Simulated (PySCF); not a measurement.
# One molecule, many functionals

Compound: bromine monochloride, BrCl.
Z-matrix (Å and degrees, PBE0-D3(BJ)/def2-SVP geometry), rows numbered from 1:
```
Cl
Br  1  2.1644
```

Linear-response calculations in the def2-SVPD basis (PySCF; singlets by full response, triplets Tamm–Dancoff, core orbitals frozen in the response; HF means time-dependent Hartree–Fock). 'Strongest' is the level of largest summed f among the singlets computed (10 roots, of which the last may lack a degenerate partner); it can jump between rows when another state enters that window. S1 is the lowest singlet of each run and needn't be the same state throughout; f(S1) is that of one state. Isolated species at its PBE0-D3(BJ)/def2-SVP geometry, gas phase. The LDA/def2-SVPD calculation is non-relativistic and has no spin–orbit coupling, an omission that weighs most on bromine.

```json
{"functional": "LDA", "kind": "LDA", "S1 (eV)": "2.72", "f(S1)": "0.001", "strongest (eV)": "8.56", "T1 (eV)": "2.04", "HOMO (eV)": "-7.30", "gap (eV)": "2.29", "ionisation energy, ΔSCF (eV)": "11.06"}
{"functional": "PBE", "kind": "GGA", "S1 (eV)": "2.79", "f(S1)": "0.001", "strongest (eV)": "8.49", "T1 (eV)": "2.03", "HOMO (eV)": "-7.19", "gap (eV)": "2.40", "ionisation energy, ΔSCF (eV)": "10.88"}
{"functional": "B3LYP", "kind": "global hybrid, 20% exact exchange", "S1 (eV)": "2.89", "f(S1)": "0.001", "strongest (eV)": "8.59", "T1 (eV)": "2.13", "HOMO (eV)": "-8.26", "gap (eV)": "4.20", "ionisation energy, ΔSCF (eV)": "11.12"}
{"functional": "BHandHLYP", "kind": "global hybrid, 50% exact exchange", "S1 (eV)": "3.09", "f(S1)": "0.001", "strongest (eV)": "8.75", "T1 (eV)": "2.29", "HOMO (eV)": "-9.73", "gap (eV)": "6.96", "ionisation energy, ΔSCF (eV)": "11.27"}
{"functional": "CAM-B3LYP", "kind": "range-separated hybrid", "S1 (eV)": "2.97", "f(S1)": "0.001", "strongest (eV)": "8.65", "T1 (eV)": "2.20", "HOMO (eV)": "-9.88", "gap (eV)": "7.19", "ionisation energy, ΔSCF (eV)": "11.27"}
{"functional": "wB97X-D", "kind": "range-separated hybrid", "S1 (eV)": "3.01", "f(S1)": "0.001", "strongest (eV)": "8.76", "T1 (eV)": "2.26", "HOMO (eV)": "-10.44", "gap (eV)": "8.39", "ionisation energy, ΔSCF (eV)": "11.26"}
{"functional": "LC-wPBE", "kind": "range-separated hybrid", "S1 (eV)": "3.11", "f(S1)": "0.001", "strongest (eV)": "8.85", "T1 (eV)": "2.29", "HOMO (eV)": "-11.33", "gap (eV)": "9.82", "ionisation energy, ΔSCF (eV)": "11.46"}
{"functional": "HF", "kind": "Hartree–Fock", "S1 (eV)": "3.46", "f(S1)": "0.001", "strongest (eV)": "8.83", "T1 (eV)": "2.53", "HOMO (eV)": "-11.66", "gap (eV)": "11.50", "ionisation energy, ΔSCF (eV)": "not settled"}
```

Question: What does PBE0 (global hybrid, 25% exact exchange) give?

Answer: S1 (eV) 2.96, f(S1) 0.001, strongest (eV) 8.74, T1 (eV) 2.16, HOMO (eV) -8.55, gap (eV) 4.71, ionisation energy, ΔSCF (eV) 11.17. S1 runs from 2.72 eV (LDA) to 3.46 eV (HF), a spread of 0.74 eV, while the orbital gap spreads over 9.2 eV. Along PBE (0%), B3LYP (20%), PBE0 (25%), BHandHLYP (50%), HF (100%) S1 rises with the share of exact exchange. −ε(HOMO) comes closest to its own ΔSCF ionisation energy with LC-wPBE (-0.13 eV) and misses most with LDA (-3.76 eV). 'Not settled' means that the ion's SCF failed to converge or may have ended in another state than the lowest.
